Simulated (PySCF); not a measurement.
C₂H₇Ga. Atoms are numbered in the order given.

```xyz
10

Ga    -0.0630    -0.8243     0.0000
H      0.9165    -2.0641     0.0000
H     -1.6240    -1.0751     0.0000
C      0.6698     1.0238     0.0000
C     -0.3568     2.1610     0.0000
H      1.3431     1.0977    -0.8746
H      1.3431     1.0977     0.8746
H     -1.0135     2.1177     0.8845
H     -1.0135     2.1177    -0.8845
H      0.1240     3.1545     0.0000
```

Coordinates come from a B3LYP-D3(BJ)/def2-SVP optimisation. The structure was generated by enumeration; whether it is a known compound was not checked.

Computed with KT2/pcSseg-1 run with PySCF.

GIAO shieldings, no solvent; atoms alike by connectivity are averaged. δ = σ(ref) − σ: ¹H against TMS (σ = 31.47 ppm); ¹³C against TMS (σ = 185.1 ppm), references at their B3LYP-D3(BJ)/def2-TZVP geometries, non-relativistic.

```csv
atoms,nucleus,count,δ (ppm)
"H2, H3",¹H,2,7.00
"H8, H9, H10",¹H,3,…
"H6, H7",¹H,2,1.41
C4,¹³C,1,23.7
C5,¹³C,1,…
```

Question: Complete the blanks. (Estimate from the structure and the level; the computed values follow.)

Answer: 
- C5, δ (ppm): 16.0
- H8, H9, H10, δ (ppm): 1.72
